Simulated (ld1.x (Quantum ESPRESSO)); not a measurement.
## What one change does to a pseudopotential (silicon, TM semilocal)

ld1.x (Quantum ESPRESSO) 7.5 input, shortened:

```
&input
   title='Si', zed=14., rel=1, dft='PZ', iswitch=3,
   config='[Ne] 3s2 3p2'
 /
 &inputp
   pseudotype=1, tm=.true., lloc=1,
   nlcc=.false.
 /
2
3S  1  0   2.00   0.00  1.65  1.65  0.0
3P  2  1   2.00   0.00  1.40  1.40  0.0
 &test
   configts(1)='3s2 3p2'
 /
```

Change: wave 3p (bound): rc 1.40 bohr becomes 3p (bound): rc 2.06 bohr.

Cutoffs: the cutoffs (Ry, on a coarse ladder) from which the occupation-weighted sum of valence levels, in a spherical-Bessel basis at the reference potential, stays within 10 and 1 mRy of its value at 400 Ry; they do not see the model core or the augmentation charge, which bear on the density cutoff. Errors are all-electron minus pseudo energies relative to the spin-unpolarised reference configuration.

**Question.** Predict the effect on cutoff, ghosts and configuration errors.

**Answer.** The potential gets softer (45 Ry and 60 Ry → 15 Ry and 40 Ry); of the 9 tests that both files solve, the error grows in 0 and shrinks in 2 by more than 15 % and 0.3 meV (median size 21.1 → 17.8 meV); neither file shows a bound ghost. A larger radius leaves more room for a smooth pseudo-wave, so fewer plane waves are needed. A semilocal file is local in each channel, so a ghost entry of none says nothing of the separable form that plane-wave codes build from it.

```csv
quantity,base,changed
"cutoff, loose",45 Ry,15 Ry
"cutoff, tight",60 Ry,40 Ry
loose cutoff by channel (10 mRy a level),"s 12 Ry, p 40 Ry","s 12 Ry, p 6 Ry"
bound ghosts,none,none
"error for 3s2 3p1, meV [ΔE 7.83 eV]",+4.0,+3.7
"error for 3s2 3p0, meV [ΔE 23.94 eV]",+32,+36
"error for 3s1 3p0, meV [ΔE 58.09 eV]",+215,+232
"error for 3s0 3p4, meV [ΔE 13.78 eV]",+35,+18
"error for 3s2 3p2.3, meV [ΔE -0.96 eV]",+0.1,+0.1
"error for 3s2 3p1.5, meV [ΔE 2.96 eV]",+0.6,+0.5
"error for 3s1 3p2, meV [ΔE 15.24 eV]",+21,+15
"error for 3s2 3p2 (spin-polarised), meV [ΔE -0.61 eV]",+40,+41
"error for 3s2 3p1 (spin-polarised), meV [ΔE 7.62 eV]",+21,+21
```
